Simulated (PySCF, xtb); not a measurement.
CH7ClOSi3, SMILES [Si@@H]1(Cl)[Si@@H](O)[SiH2]C1. Other conformers were not sampled.

Harmonic wavenumbers (cm⁻¹) from GFN2-xTB (xtb) at its own minimum, in rising order: 43, 93, 132, 150, 178, 245, 308, 353, 376, 401, 444, 482, 503, 570, 596, 620, 649, 689, 693, 716, 762, 807, 865, 958, 1108, 1470, 2121, 2165, 2185, 2202, 2983, 2999, 3657.

Problem. What does PySCF with B3LYP-D3(BJ)/def2-SVP give at its own minimum? (Estimate from the structure and the level; the computed values follow.)

Solution. 65, 76, 141, 167, 202, 219, 338, 384, 435, 457, 498, 562, 581, 637, 664, 685, 700, 768, 793, 811, 829, 901, 934, 955, 1007, 1364, 2191, 2198, 2215, 2221, 3035, 3123, 3853. Paired by order, the mean absolute difference is 60 cm⁻¹ and the zero-point energies are 46.5 and 48.6 kcal/mol.
